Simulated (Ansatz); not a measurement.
Frontier orbitals of C3H8Cl2InN (`CC(C)[NH][In]([Cl])[Cl]`).

```json
{"atom": "C1", "x (Å)": "0.864", "y (Å)": "-1.416", "z (Å)": "-0.203"}
{"atom": "C2", "x (Å)": "0.457", "y (Å)": "-0.268", "z (Å)": "0.711"}
{"atom": "C3", "x (Å)": "-0.979", "y (Å)": "-0.415", "z (Å)": "1.175"}
{"atom": "N4", "x (Å)": "0.659", "y (Å)": "1.045", "z (Å)": "0.113"}
{"atom": "In5", "x (Å)": "-0.437", "y (Å)": "1.785", "z (Å)": "-1.393"}
{"atom": "Cl6", "x (Å)": "-2.590", "y (Å)": "1.200", "z (Å)": "-1.997"}
{"atom": "Cl7", "x (Å)": "0.437", "y (Å)": "3.597", "z (Å)": "-2.544"}
{"atom": "H8", "x (Å)": "0.785", "y (Å)": "-2.381", "z (Å)": "0.305"}
{"atom": "H9", "x (Å)": "0.212", "y (Å)": "-1.446", "z (Å)": "-1.084"}
{"atom": "H10", "x (Å)": "1.895", "y (Å)": "-1.297", "z (Å)": "-0.548"}
{"atom": "H11", "x (Å)": "1.102", "y (Å)": "-0.299", "z (Å)": "1.601"}
{"atom": "H12", "x (Å)": "-1.125", "y (Å)": "-1.366", "z (Å)": "1.690"}
{"atom": "H13", "x (Å)": "-1.250", "y (Å)": "0.394", "z (Å)": "1.856"}
{"atom": "H14", "x (Å)": "-1.670", "y (Å)": "-0.396", "z (Å)": "0.325"}
{"atom": "H15", "x (Å)": "1.640", "y (Å)": "1.263", "z (Å)": "-0.005"}
```

The species carries charge 0 and has multiplicity 1. Correlated methods include outer-core shells of In, which these sets cover unevenly. In takes the def2 core potential. The structure was optimised at the PBE0-D4/def2-TZVP level. It is one conformer, not always the lowest. Basis def2-TZVPP, the Gaussian-basis code of Ansatz.

| functional | HOMO (eV) | LUMO (eV) | gap (eV) |
| --- | --- | --- | --- |
| PBE | -6.00 | -2.78 | 3.22 |
| BLYP | -5.88 | -2.72 | 3.16 |
| PBE0 | -7.28 | -1.91 | 5.37 |
| B3LYP | -7.07 | -2.21 | 4.86 |
| LC-ωPBE | -10.00 | 0.31 | 10.31 |
| ωB97M-V | -9.57 | -0.02 | 9.55 |

Question: What is the vertical ionisation energy at frozen-core CCSD(T)/def2-TZVPP? (An estimate is asked.)

Answer: The calculation gave: 9.11 eV (T1 of the cation 0.018).

A quarter of exact exchange (PBE0) shifts PBE's HOMO by −1.28 eV and its LUMO by +0.87 eV; full exchange at long range (ωB97M-V) shifts them by −3.57 and +2.76 eV. The gap opens from 3.22 to 9.55 eV, since occupied levels lose self-interaction and empty ones feel all the electrons. −ε(HOMO) differs from that ionisation energy by −3.12 eV with PBE and +0.46 eV with ωB97M-V.

B3LYP here is the variant with VWN-RPA as its local correlation; programs differ in this. LC-ωPBE has ω = 0.4 bohr⁻¹.
